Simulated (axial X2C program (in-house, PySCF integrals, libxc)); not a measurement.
## What spin–orbit coupling does to NaTe⁻

Computed with an axial X2C code built on PySCF integrals. Spin-free means the one-electron spin-free X2C Hamiltonian; two-component (2c) means X2C with spin–orbit coupling and atomic mean-field two-electron Coulomb and Gaunt terms, so the difference of the two also holds small scalar two-electron terms. Basis: Te dyall-acv3z [12s13p9d5f1g], Na dyall-av3z [10s9p5d2f] (cores contracted in-house); Gaussian nuclei, density fitting, unrestricted open shells. Masses: Te 129.906 u, Na 22.990 u.

Spin-free state: M_S = 0, Λ = 0 (closed shell); fragments Te- + Na.

```tsv
level	Re (Å)	ωe (cm⁻¹)	De (eV)	μ (D)
PBE0	2.710	255.4	1.419	4.86
HF	2.730	262.8	0.328	7.03
MP2	2.757	247.6	1.449	n/a
CCSD	2.750	247.4	1.300	n/a
CCSD(T)	2.763	240.6	1.444	n/a
```

Correlated methods: 8 electrons correlated (number of frozen shells: Te 4 s, 3 p, 2 d; Na 2 s, 1 p), 318 virtual spin orbitals or spinors in MP2, 88 natural virtuals in coupled cluster.

Dipoles are positive if Na is the positive end and refer to the centre of mass.

Two-component determinant lowest at the distance of the search:

Ω = 0 (closed shell); fragments Te- + Na.

```csv
level,Re (Å),ωe (cm⁻¹),De (eV),μ (D)
PBE0,2.725,246.2,1.305,4.09
HF,2.740,255.6,0.168,6.45
MP2,2.767,241.8,1.299,n/a
CCSD,2.764,237.8,1.151,n/a
CCSD(T),2.778,231.1,1.294,n/a
```

Question: From the two tables, how do the constants change at the CCSD(T) level (2c against spin-free)?

Answer: At the CCSD(T) level Re rises by 0.015 Å and ωe goes down by 9.5 cm⁻¹; De changes by -0.150 eV.

The state is one determinant whose occupation by symmetry is held fixed; it was picked as the lowest of a PBE0 search that is not exhaustive. The closed shell is kept restricted, so the energy runs too high when the bond is stretched far. De is counted from the lowest determinant-based energies of the atoms at the same level, without counterpoise correction. Coupled cluster ran in a truncated set of natural virtual spinors; the MP2 energy of the rest was added. (T) has no such correction and the atoms are truncated less, which lowers De at CCSD(T) by a hundredth of an eV or more. Without a current term, density functionals place determinants with orbital angular momentum somewhat too high. The highest occupied level of some functionals is positive through self-interaction error; at Hartree–Fock it is bound. With the outer-core shells frozen, correlated bond lengths of heavy atoms tend to come out a few hundredths of an ångström too long. Hartree–Fock gets electron affinities wrong, so its lowest charge split need not be the true one.
